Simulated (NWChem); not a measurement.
Two isomers of C₃H₇NSi, each optimised at PBE0/def2-SVP with NWChem. Flexible species stand in one conformer each, which need not be the lowest. For one or both, no frequency run checked for a minimum.

A: C=C=C[SiH2]N
B: C(/[SiH3])=N\C=C

Problem. Which is lower in energy, by how much, and how do their other properties compare?

Solution. A is lower by 15.6 kcal/mol in electronic energy.
```csv
,A,B
highest occupied level (eV),-7.10,-7.30
orbital gap (eV),7.18,5.67
dipole (D),1.42,1.33
```
